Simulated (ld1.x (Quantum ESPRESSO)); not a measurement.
**What one change does to a pseudopotential (molybdenum (Mo), TM)**

- Element: molybdenum
- Generator: ld1.x (Quantum ESPRESSO) 7.5
- Type: norm-conserving Troullier–Martins (Kleinman–Bylander form)
- Functional: PBE
- Relativity: scalar-relativistic
- Frozen core: [Ar] 3d10
- Valence charge: 14
- Reference configuration: 4s2 4p6 4d6 5s0 5p0
- Partial waves: 4p (bound): rc 1.35 bohr; 4d (bound): rc 2.10 bohr; 4s (bound): rc 1.70 bohr
- Local potential: the s channel
- Core correction: Bessel-smoothed model core inside 0.95 bohr

All-electron outer shells of the reference configuration (PBE, scalar-relativistic, ld1.x):

```json
{"shell": "3p", "level (eV)": "-377.01", "outermost node (bohr)": "0.17", "outermost maximum (bohr)": "0.38"}
{"shell": "3d", "level (eV)": "-218.73", "outermost node (bohr)": "–", "outermost maximum (bohr)": "0.32"}
{"shell": "4s", "level (eV)": "-62.21", "outermost node (bohr)": "0.51", "outermost maximum (bohr)": "0.99"}
{"shell": "4p", "level (eV)": "-36.45", "outermost node (bohr)": "0.52", "outermost maximum (bohr)": "1.08"}
{"shell": "5s", "level (eV)": "-3.45", "outermost node (bohr)": "1.35", "outermost maximum (bohr)": "3.04"}
{"shell": "4d", "level (eV)": "-2.31", "outermost node (bohr)": "0.53", "outermost maximum (bohr)": "1.40"}
{"shell": "5p", "level (eV)": "-0.76", "outermost node (bohr)": "1.56", "outermost maximum (bohr)": "4.48"}
```

Change: wave 4d (bound): rc 2.10 bohr becomes 4d (bound): rc 1.46 bohr.

Cutoffs: the cutoffs (Ry, on a coarse ladder) from which the occupation-weighted sum of valence levels, in a spherical-Bessel basis at the reference potential, stays within 10 and 1 mRy of its value at 400 Ry; they do not see the model core or the augmentation charge, which bear on the density cutoff. Errors are all-electron minus pseudo energies relative to the spin-unpolarised reference configuration.

Q: Predict the effect on cutoff, ghosts and configuration errors.

A: The potential gets neither clearly harder nor softer (70 Ry and 110 Ry → 70 Ry and 110 Ry); the p channel sets the loose cutoff, while the largest relative change is in d, which becomes harder; the errors of the 7 common tests hardly move; neither file shows a bound ghost.

```csv
quantity,base,changed
"cutoff, loose",70 Ry,70 Ry
"cutoff, tight",110 Ry,110 Ry
loose cutoff by channel (10 mRy a level),"p 45 Ry, d 30 Ry, s 30 Ry","p 45 Ry, d 35 Ry, s 30 Ry"
bound ghosts,none,none
"error for 4s2 4p6 4d5 5s1 5p0, meV [ΔE -0.76 eV]",+832,+833
"error for 4s2 4p6 4d5 5s0 5p0, meV [ΔE 6.13 eV]",+7.2,+8.1
"error for 4s2 4p6 4d4 5s0 5p0, meV [ΔE 21.59 eV]",+48,+53
"error for 4s2 4p6 4d4 5s1 5p0, meV [ΔE 7.30 eV]",+1276,+1279
"error for 4s2 4p6 4d5 5s0 5p1, meV [ΔE 2.38 eV]",+129,+130
"error for 4s2 4p6 4d2 5s0 5p0, meV [ΔE 87.84 eV]",+314,+324
"error for 4s2 4p6 4d4 5s2 5p0, meV [ΔE -0.56 eV]",+1971,+1974
```
